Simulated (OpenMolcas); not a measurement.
## Ionisation energies of palladium

```
Program             : OpenMolcas
Basis               : ANO-R2 [7s5p4d2f1g]
Scalar Hamiltonian  : X2C, finite nucleus
Spin-orbit coupling : RASSI with atomic mean-field integrals over the reference wave functions, term energies averaged over their components
```

Active shells in each charge state: the valence d shell, with orbitals averaged over the low states. Where CASPT2's correlated closed shells are named, they are those of the first ion.

A. CASSCF
B. SS-CASPT2, IPEA 0.25 Eh, imaginary shift 0.1 Eh (closed shells correlated: 4s 4p)
C. SS-CASPT2, IPEA 0.25 Eh, imaginary shift 0.1 Eh (closed shells correlated: 3d 4s 4p)
D. SS-CASPT2, IPEA 0 Eh, imaginary shift 0.1 Eh (closed shells correlated: 4s 4p)
E. SS-CASPT2, IPEA 0.25 Eh, imaginary shift 0.1 Eh (closed shells correlated: none)

Energies in eV between the lowest computed levels, named as in B; reference values from the NIST Atomic Spectra Database with their kind.

```tsv
From	To	A	B	C	D	E	Spin-orbit share in B	Reference
Pd2+ 4d8 3F4	Pd3+ 4d7 4F 9/2	31.166	32.731	32.720	32.677	32.755	-0.027	32.930 (semi-empirical)
Pd3+ 4d7 4F 9/2	Pd4+ 4d6 5D4	46.359	47.687	47.675	47.669	47.678	+0.083	46.000 (theoretical)
Pd4+ 4d6 5D4	Pd5+ 4d5 6S 5/2	61.480	62.847	62.837	62.806	62.755	+0.224	61.000 (theoretical)
Pd5+ 4d5 6S 5/2	Pd6+ 4d4 5D0	83.705	84.504	84.474	84.576	84.403	-0.399	84.100 (theoretical)
Pd6+ 4d4 5D0	Pd7+ 4d3 4F 3/2	100.961	101.836	101.809	101.904	101.571	-0.175	101.000 (theoretical)
Pd7+ 4d3 4F 3/2	Pd8+ 4d2 3F2	120.196	120.948	120.918	121.005	120.557	-0.041	120.000 (theoretical)
```

The lowest level within the active space need not be the ion's true ground level.
